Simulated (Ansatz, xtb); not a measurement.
# Two isomers of C2H6Br2Si

Structure a: `C[Si@@H](Br)CBr`, a singlet. Structure b: `BrC[SiH2]CBr`, a singlet. Both are isolated molecules in the gas phase, relaxed with B3LYP-D3(BJ)/def2-SVP; the shapes shown needn't be the lowest conformers.

a (Å):

```csv
atom,x (Å),y (Å),z (Å)
C,1.1822,-0.8838,-1.4651
C,0.5735,1.5956,0.3108
Br,1.8089,-1.0654,1.8438
Br,-0.5720,2.3800,-1.0918
Si,0.5084,-0.2859,0.1710
H,1.1597,-1.9829,-1.5174
H,0.5764,-0.4765,-2.2899
H,2.2237,-0.5517,-1.5963
H,-0.8770,-0.7537,0.4268
H,0.1935,1.9587,1.2746
H,1.5865,1.9907,0.1557
```

b (Å):

```yaml
atoms:
  - { symbol: C, position_ang: [-0.5942, -0.3687, -1.0723] }
  - { symbol: C, position_ang: [1.5847, 1.0032, 0.6272] }
  - { symbol: Br, position_ang: [-1.3451, -1.1689, 0.5669] }
  - { symbol: Br, position_ang: [3.5147, 1.3393, 0.8244] }
  - { symbol: Si, position_ang: [1.2740, -0.0947, -0.8800] }
  - { symbol: H, position_ang: [-1.1408, 0.5700, -1.2385] }
  - { symbol: H, position_ang: [-0.8321, -1.0584, -1.8940] }
  - { symbol: H, position_ang: [1.9535, -1.4038, -0.7035] }
  - { symbol: H, position_ang: [1.7731, 0.5901, -2.1065] }
  - { symbol: H, position_ang: [1.2451, 0.5274, 1.5562] }
  - { symbol: H, position_ang: [1.0994, 1.9847, 0.5374] }
```

Quicker runs give these differences E(b) − E(a): GFN2-xTB +32.5 kcal/mol; HF/STO-3G +37.0 kcal/mol (at GFN2-xTB geometries); r2SCAN-D4/def2-SVP +41.2 kcal/mol (at GFN2-xTB geometries).

Problem. Estimate E(b) − E(a) at the level CCSD(T)/def2-SVP + ΔMP2/def2-TZVPP.

Solution. Calculated at CCSD(T)/def2-SVP + ΔMP2/def2-TZVPP: E(b) − E(a) = +39.7 kcal/mol, so structure a lies lower.

Level by level:

| level | geometry | E(b) − E(a) (kcal/mol) | departure from the last row (kcal/mol) | job, with rough time for the two |
| --- | --- | --- | --- | --- |
| GFN2-xTB | GFN2-xTB | +32.5 | −7.2 | optimisation, 0.65 s |
| HF/STO-3G | GFN2-xTB | +37.0 | −2.7 | single point, 4.6 s |
| r2SCAN-D4/def2-SVP | GFN2-xTB | +41.2 | +1.5 | single point, 15 s |
| B3LYP-D3(BJ)/def2-SVP | B3LYP-D3(BJ)/def2-SVP | +39.2 | −0.5 | optimisation, 3.1 min |
| HF/def2-SVP | B3LYP-D3(BJ)/def2-SVP | +41.6 | +1.9 | part of the CCSD(T) run |
| MP2/def2-SVP | B3LYP-D3(BJ)/def2-SVP | +41.7 | +2.1 | part of the CCSD(T) run |
| CCSD(T)/def2-SVP | B3LYP-D3(BJ)/def2-SVP | +39.7 | +0.1 | single point |
| CCSD(T)/def2-SVP + ΔMP2/def2-TZVPP | B3LYP-D3(BJ)/def2-SVP | +39.7 |  | single point, 3.9 min |

As drawn, b has 1 C–Br, 1 Si–H in place of 1 Br–Si, 1 C–H.

The levels shown agree on the order. The largest departure from CCSD(T)/def2-SVP + ΔMP2/def2-TZVPP is that of GFN2-xTB, 7.2 kcal/mol. The last row adds to CCSD(T) the change of the MP2 difference between the two basis sets, here −0.1 kcal/mol.

With thermal terms from frequencies at re-optimised GFN2-xTB minima (ideal gas, soft modes damped towards free rotors, one conformer each, 298.15 K, 1 atm): the zero-point term adds −1.7 kcal/mol; ΔH is +37.8 and ΔG +38.2 kcal/mol.

The correlated steps freeze 25 core orbitals; the filled d shell of Br is correlated, in a basis made for valence electrons. Mirror images aren't counted in ΔG. Run with Ansatz 0.2.0, xtb 6.7.1; the last row on 2 threads of Intel(R) Xeon(R) Processor @ 2.50GHz (Skylake/Cascade Lake) on a shared host.
